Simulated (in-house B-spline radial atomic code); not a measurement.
Successive ionisation energies of nickel; each step leads to the configuration of the next row (after the last: bare). Dirac energy differences include first-order Breit, QED and recoil terms. NIST's values go from ground level to ground level; the uncertainty of those that are theory runs from under 0.1 % in few-electron ions to several per cent in heavy many-electron ones. Computed with a B-spline radial code for spherical atoms: Dirac-Hartree-Fock, jj configuration that fills j = l - 1/2 first, finite nuclei.

A number in brackets counts the electrons of a j subshell.

| ion | configuration | ionisation energy (eV) | tabulated value (eV) | tabulated kind | computed minus tabulated (eV) | highest orbital | largest mean radius (bohr) |
| --- | --- | --- | --- | --- | --- | --- | --- |
| Ni18+ | [He] 2s2 2p6 | 1538.5 | 1540.1 | measured | -2 | 2p3/2 | 0.23953 |
| Ni19+ | [He] 2s2 2p1/2(2) 2p3/2(3) | 1647.9 | 1646 | semi-empirical | 2 | 2p3/2 | 0.23673 |
| Ni20+ | [He] 2s2 2p1/2(2) 2p3/2(2) | 1760.3 | 1758 | semi-empirical | 2 | 2p3/2 | 0.23398 |
| Ni21+ | [He] 2s2 2p1/2(2) 2p3/2(1) | 1875.6 | 1880 | semi-empirical | -4 | 2p3/2 | 0.23128 |
| Ni22+ | [He] 2s2 2p1/2(2) | ? | ? | semi-empirical | ? | ? | ? |
| Ni23+ | [He] 2s2 2p1/2(1) | 2132.9 | 2130.5 | semi-empirical | 2 | 2p1/2 | 0.226 |
| Ni24+ | [He] 2s2 | ? | ? | semi-empirical | ? | ? | ? |
| Ni25+ | [He] 2s1 | 2399.1 | 2399.259 | tabulated theory | 0 | 2s1/2 | 0.22106 |
| Ni26+ | 1s2 | ? | ? | tabulated theory | ? | ? | ? |
| Ni27+ | 1s1 | 10775.4 | 10775.4 | tabulated theory | 0 | 1s1/2 | 0.052818 |

Q: Fill in the row of Ni22+.

A: ionisation energy (eV): 2006.1; tabulated value (eV): 2008.1; computed minus tabulated (eV): -2; highest orbital: 2p1/2; largest mean radius (bohr): 0.22863.

Q: Fill in the row of Ni24+.

A: ionisation energy (eV): 2288.5; tabulated value (eV): 2295.6; computed minus tabulated (eV): -7; highest orbital: 2s1/2; largest mean radius (bohr): 0.22342.

Q: Fill in the row of Ni26+.

A: ionisation energy (eV): 10287.3; tabulated value (eV): 10288.89; computed minus tabulated (eV): -2; highest orbital: 1s1/2; largest mean radius (bohr): 0.05355.

Q: Where is the largest jump?

A: From Ni25+ to Ni26+, by a factor of 4.29 (2399.1 to 10287 eV); the highest orbital goes from 2s1/2 to 1s1/2.

Q: How far is this level of theory from the measured and semi-empirical values?

A: Over those 7 rows the differences run from -7.1 to +2.37 eV (mean absolute value 3.1 eV). The calculation leaves out correlation and, in open shells, the multiplet splittings that an average leaves out.
